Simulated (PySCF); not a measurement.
M06-L on C⁻ (carbon, charge -1), [He] 2s2 2p3, high-spin 4S determinant. Calculation: PySCF 2.14, in aug-cc-pVTZ (5s4p3d2f, 46 functions); the non-relativistic Hamiltonian (point nucleus).

```
cycle= 1 E= -37.8936307507397  delta_E= -0.00149  |g|= 0.00872  |ddm|= 0.182
cycle= 2 E= -37.8936633065292  delta_E= -3.26e-05  |g|= 0.00852  |ddm|= 0.0309
cycle= 3 E= -37.8937109195667  delta_E= -4.76e-05  |g|= 0.00225  |ddm|= 0.0238
cycle= 4 E= -37.8937171892244  delta_E= -6.27e-06  |g|= 0.000216  |ddm|= 0.0081
cycle= 5 E= -37.8937173016072  delta_E= -1.12e-07  |g|= 5.35e-05  |ddm|= 0.00174
cycle= 6 E= -37.8937173126919  delta_E= -1.11e-08  |g|= 1.59e-05  |ddm|= 0.000549
cycle= 7 E= -37.8937173133642  delta_E= -6.72e-10  |g|= 5.44e-06  |ddm|= 0.000153
converged SCF energy = -37.8937173133642  <S^2> = 3.7690622  2S+1 = 4.0095198
```

Highest occupied orbital energy: 2.204 eV; ⟨L²⟩ = 0.00; populations by l: s 4.00, p 3.00, d 0.00, f 0.00.

(1) Can this result be used?

Answers

(1) With care. The calculation finished and met its thresholds. At M06-L the highest occupied level has a positive energy, so only the finite basis holds that electron; in a semilocal or global hybrid functional this comes from self-interaction and does not mean that the real anion is unbound.
